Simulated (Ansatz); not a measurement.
A run for Ansatz (a program for electronic structure): R-wB97M-V/def2-TZVPP on CH4OPb (SMILES C[O][PbH]), a point of a torsion scan. Elements past Kr take the def2 small-core potentials; no spin–orbit coupling.

Ansatz 0.2 input:
```yaml
crystal:
  periodic: [false, false, false]
  atoms:
    - {symbol: C, position_ang: [-0.87703485, -0.18020370, 0.04361448]}
    - {symbol: O, position_ang: [0.03497327, 0.84766194, -0.06902675]}
    - {symbol: Pb, position_ang: [2.19412073, 0.94206276, -0.23866496]}
    - {symbol: H, position_ang: [-0.52372011, -1.13020116, -0.39033386]}
    - {symbol: H, position_ang: [-1.80758989, 0.10096642, -0.46670973]}
    - {symbol: H, position_ang: [-1.11512268, -0.36034350, 1.10113398]}
    - {symbol: H, position_ang: [2.28621774, 2.58217442, 0.60023678]}
basis:
  gaussian:
    orbitals: def2-TZVPP
hamiltonian:
  xc: {name: wB97M-V}
scf: {lower_state_search: off}
```

The head of its log:

```
WARN ansatz: RAYON_NUM_THREADS=1 ignored (pool sized by the plan → 1); use --threads N
Functional definition: wB97M-V
these checks for a lower state are left out or cut short: stability, starts, cluster_reference, orbital_swaps, neighbouring_geometries, increment
integrals: 0.10 GiB planned
984 factors; their error is unknown
integrals: 0.13 GiB planned
285 factors; integrals over basis functions are off by at most 1.2e-5 eV
mean field: 0.88 GiB planned
mean field evaluation 1: about -8388.9844 eV, gradient 5.3e1 eV
mean field evaluation 2: about -8369.7806 eV, gradient 1.1e2 eV
```

Q: Give the final energy of this run.

A: -308.5037 hartree.
